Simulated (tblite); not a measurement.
C₅H₁₁FOSi.
SMILES with atom numbers: `[CH3:1][CH:2]([CH3:3])[SiH2:4][C@@H:5]([F:6])[CH:7]=[O:8]` (hydrogens: H9, H10, H11 on C1; H12 on C2; H13, H14, H15 on C3; H16, H17 on Si4; H18 on C5; H19 on C7)

Structure optimised with GFN2-xTB, isolated species.

Q: Give the optimised bond lengths and angles.

A: 
```csv
bond,length (Å)
C1–C2,1.529
C2–C3,1.532
C2–Si4,1.908
Si4–C5,1.951
C5–F6,1.382
C5–C7,1.475
C7=O8,1.203
"C1–H9, C1–H10, C1–H11",1.088
C2–H12,1.097
"C3–H13, C3–H14, C3–H15",1.088
Si4–H16,1.462
Si4–H17,1.465
C5–H18,1.091
C7–H19,1.107
```

Bonds in one row agree within 0.01 Å and their mean is given. A selection of angles:
```csv
angle,degrees
C2–C1–H9,111.0
C2–C1–H10,110.5
H9–C1–H10,108.3
C1–C2–C3,109.9
C1–C2–Si4,110.7
C1–C2–H12,107.5
C3–C2–Si4,112.2
C3–C2–H12,107.8
Si4–C2–H12,108.5
C2–C3–H13,110.6
C2–C3–H15,110.3
H13–C3–H14,108.1
C2–Si4–C5,109.5
C2–Si4–H16,112.2
C2–Si4–H17,111.9
C5–Si4–H16,105.8
C5–Si4–H17,104.2
H16–Si4–H17,112.7
Si4–C5–F6,109.5
Si4–C5–C7,109.4
Si4–C5–H18,108.5
F6–C5–C7,110.9
F6–C5–H18,107.0
C7–C5–H18,111.5
C5–C7–O8,124.6
C5–C7–H19,113.6
O8–C7–H19,121.8
```

Dihedral angles: C1–C2–Si4–C5 -177° (antiperiplanar); C2–Si4–C5–F6 -72° (synclinal); Si4–C5–C7–O8 68° (synclinal).

Of the pairs four or more bonds apart, F6···H14 is among the closest relative to their van der Waals radii: 2.65 Å, 99 % of the sum of Bondi's values. Si4 (SiH2 silicon) is distorted tetrahedral (angles from 104.2° to 112.7°). The 3 C–C bonds span 1.475 Å (C5–C7, drawn single) to 1.532 Å (C2–C3, drawn single), a spread of 0.057 Å. The 2 C–Si bonds span 1.908 Å (C2–Si4, drawn single) to 1.951 Å (Si4–C5, drawn single), a spread of 0.043 Å.

Point group: C1 (no symmetry element, even within 0.4 Å). Its GFN2-xTB frequencies are all real (lowest 32 cm⁻¹). One conformer, not necessarily the lowest. 3 starts were optimised and ended at 0.00, 0.42 and 3.24 kcal/mol (GFN2-xTB); the lowest of these is shown.

These are computed values.
